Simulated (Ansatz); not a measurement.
Ansatz (an electronic-structure program) input (CCSD(T)/cc-pVTZ):

Ansatz 0.2 input:
```yaml
crystal:
  periodic: [false, false, false]
  atoms:
    - {symbol: B, position_ang: [0.03962716, -0.37044061, 0.44250275]}
    - {symbol: N, position_ang: [-1.17597909, 0.26054152, -0.32007887]}
    - {symbol: N, position_ang: [1.29896223, -0.03413388, 0.05076314]}
    - {symbol: H, position_ang: [-0.24987765, -1.10524117, 1.31740596]}
    - {symbol: H, position_ang: [-1.76762641, -0.47492405, -0.71902210]}
    - {symbol: H, position_ang: [-1.77571863, 0.77766845, 0.33030878]}
    - {symbol: H, position_ang: [1.55430224, 0.59450289, -0.69767519]}
    - {symbol: H, position_ang: [2.10545697, -0.42269992, 0.52081625]}
    - {symbol: H, position_ang: [-0.92555434, 0.89804333, -1.07913734]}
basis:
  gaussian:
    orbitals: cc-pVTZ
total_charge: 1
magnetization: {spin_polarized: false}
correlation: {method: ccsd_t, electrons: outside_noble_gas}
```

Output:

```
Functional definition: HF
integrals: 0.54 GiB planned
984 factors; integrals over basis functions are off by at most 1.1e-3 eV
mean field: 0.49 GiB planned
mean field evaluation 1: about -3721.0877 eV, gradient 5.7e1 eV
mean field evaluation 2: about -3721.0891 eV, gradient 5.7e1 eV
mean field evaluation 4: about -3727.4118 eV, gradient 3.2e0 eV
mean field evaluation 8: about -3727.4545 eV, gradient 2.9e-4 eV
mean field evaluation 16: about -3727.4529 eV, gradient 2.4e-1 eV
mean field -3727.45446437 eV, -136.9814250061 hartree, gradient 3.3e-6 eV, S^2 0.000000; 0 other end points of the search recorded, 0 dependent functions left out
3 core orbitals not correlated
reference -3727.45446437 eV, -136.9814250061 hartree; 9, 9 occupied and 162, 162 virtual orbitals, 984 factors
second order -14.45073755 eV of doubles, -0.00000000 eV of singles
coupled cluster: 1.10 GiB planned
cycle   1  -14.85252037 eV  change   -4.0e-1 eV  update   6.8e-2
cycle   2  -15.17796000 eV  change   -3.3e-1 eV  update   2.1e-2
cycle   3  -15.23944231 eV  change   -6.1e-2 eV  update   1.1e-2
cycle   4  -15.23124469 eV  change    8.2e-3 eV  update   3.4e-3
cycle   5  -15.23253865 eV  change   -1.3e-3 eV  update   1.6e-3
cycle   6  -15.23225738 eV  change    2.8e-4 eV  update   3.6e-4
cycle   7  -15.23209127 eV  change    1.7e-4 eV  update   9.4e-5
cycle   8  -15.23207062 eV  change    2.1e-5 eV  update   3.0e-5
cycle   9  -15.23206288 eV  change    7.7e-6 eV  update   7.3e-6
perturbative correction -0.53749085 eV, -0.0197524244 hartree
Total energy: -3743.22401810 eV, -137.5609454166 hartree
```

It need not be the lowest isomer of its formula.
